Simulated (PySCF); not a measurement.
Diisopropyl selenide, SMILES CC(C)[Se]C(C)C (C6H14Se), GFN2-xTB optimised geometry. Atoms within 1.6 Å of the plane z = 0.0 Å (x, y, z in Å): C1 (-0.52, 1.90, 1.34), C2 (-0.90, 1.29, 0.00), C3 (-2.35, 1.54, -0.35), Se4 (-0.59, -0.69, 0.00), C5 (1.41, -0.69, 0.00), C6 (1.94, -1.12, 1.36), C7 (1.92, -1.59, -1.12), H9 (-0.67, 2.98, 1.31), H10 (0.53, 1.71, 1.57), H11 (-0.25, 1.67, -0.79), H12 (-2.61, 1.09, -1.30), H13 (-2.54, 2.62, -0.41), H14 (-3.01, 1.12, 0.42), H15 (1.68, 0.35, -0.20), H17 (1.65, -2.15, 1.56), H18 (3.03, -1.06, 1.37), H20 (1.60, -2.62, -0.95), H21 (3.01, -1.56, -1.16).

Method: CAM-B3LYP/def2-SVP (PySCF). Cells within 0.4 Å of a nucleus heavier than hydrogen are left out (blank, or x).

Map of the electron localisation function on the plane z = 0.0 Å:

```
|00000000000000000000000000000|
|00000000000000000000000000000|
|00000000000000000000000000000|
|00000000000000000000000000000|
|00000035200000000000000000000|
|00000599930000000000000000000|
|00001799970000000000000000000|
|00000599980000000000000000000|
|00000279971122100000000000000|
|00000257566445410000000000000|
|00004787x69xx6510002200000000|
|00027999579xx4410189940000000|
|00027999646667300899950000000|
|00004786202787412999930000000|
|00000110003422345899710000000|
|000000000251xx177xx6300000000|
|000000001561xx178xx4200000000|
|00000000268322267456200000000|
|00000000268865433453100000000|
|00000000246875200011000000000|
|00000000023442000011000000000|
|00000000001110000232000000000|
|00000000000000000232000000000|
|00000000000000000111000000000|
|00000000000000000000000000000|
|00000000000000000000000000000|
|00000000000000000000000000000|
|00000000000000000000000000000|
|00000000000000000000000000000|
```
Scale: ten equal steps from 0.000 (start of '0') to 0.998 (end of '9'), in the order '0123456789'; x runs from -5.50 to 5.50, y from -5.50 (bottom) to 5.50 (top).
